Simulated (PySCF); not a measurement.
# Correlation energy of Co¹⁵⁺ (cobalt, charge +15)

[Ne] 3s2, closed-shell 1S. Calculation: PySCF 2.14, in an even-tempered Gaussian basis (18 s from 1.2 bohr⁻², ratio 2.5; 11 p from 1.6 bohr⁻², ratio 2.5; 5 d from 6.4 bohr⁻², ratio 2.7; 4 f from 9.6 bohr⁻², ratio 2.7); scalar relativity by spin-free X2C-1e. Frozen: 1s2; 10 electrons correlated; the 19 highest virtual orbitals of each spin left out.

| level | correlation energy (mhartree) |
| --- | --- |
| CCSD | -422.13 |
| (T) | -2.06 |
| CCSD(T) | -424.19 |

Diagnostics: T1 = 0.00096, D1 = 0.0030, largest double amplitude 0.087.

Cost of the coupled-cluster step: of the order of 12 core-seconds, for 10 correlated electrons.
